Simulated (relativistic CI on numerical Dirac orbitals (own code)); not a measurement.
Sensitivity of the levels of La²⁺ to α and to the nuclear radius

Method of calculation: Dirac-Coulomb-Breit CI, orbitals from a KLI potential per configuration, valence Slater integrals scaled by 0.85, P86 correlation energy added to each configuration, derivatives by finite differences, QED left out (own radial code, finite nucleus).

Configuration list (outside the closed core [Kr] 4d10 5s2): 5p6 5d, 5p6 6s, 5p6 6p, 5p6 5f, 5p6 6d, 5p5 5d2, 5p6 6f, 5p5 4f2. Levels of other configurations are missing.

With x = (α/α₀)² − 1 an excitation energy changes as ω = ω₀ + qx; K = 2q/ω₀ is the relative enhancement. Terms are leading LS components, so labels can repeat. The field-shift factor is F = δν/δ⟨r²⟩ for the transition from the lowest level.

Lowest level 5p6 5d 2D_3/2.

```
           Level  ω₀ (cm⁻¹)  q (cm⁻¹)        K  F (GHz/fm²)
   5p6 5d 2D_5/2     1275.4      1066     1.67       0.0951
   5p6 6s 2S_1/2    15334.8     -9359    -1.22         8.45
  5p6 6p 2P°_1/2    42354.6     -7296   -0.345         2.06
  5p6 6p 2P°_3/2    45122.5     -4219   -0.187         1.93
   5p6 6d 2D_3/2    81277.4     -3897  -0.0959         1.89
   5p6 6d 2D_5/2    81686.8     -3496  -0.0856         1.89
  5p6 5f 2F°_5/2    91383.3     -3414  -0.0747         1.97
  5p6 5f 2F°_7/2    91458.2     -3326  -0.0727         1.96
  5p6 6f 2F°_5/2   114061.9     -3817  -0.0669         2.12
  5p6 6f 2F°_7/2   114111.3     -3770  -0.0661         2.12
 5p5 5d2 4D°_1/2   146179.5      2590   0.0354         1.91
 5p5 5d2 4D°_3/2   146658.7      2838   0.0387         1.92
 5p5 5d2 4D°_5/2   147417.3      3204   0.0435         1.94
 5p5 5d2 4D°_7/2   149276.2      4503   0.0603         1.93
5p5 5d2 4G°_11/2   152986.9      2853   0.0373         2.16
 5p5 5d2 4P°_5/2   153265.7      3526    0.046         1.89
 5p5 5d2 4G°_9/2   153593.7      2375   0.0309         2.09
```

For a near-neutral ion this model can misplace configurations by up to about 10,000 cm⁻¹ (more where the count of f electrons changes) and terms by 10 to 25 % of their spread. Rates follow the energies as ν³ (E1, M1) or ν⁵ (E2), so they and the lifetimes can be off by large factors. The fine structure of a lone outer electron comes out too small, for d and f at times inverted, and misplaced configurations move strength between like terms.
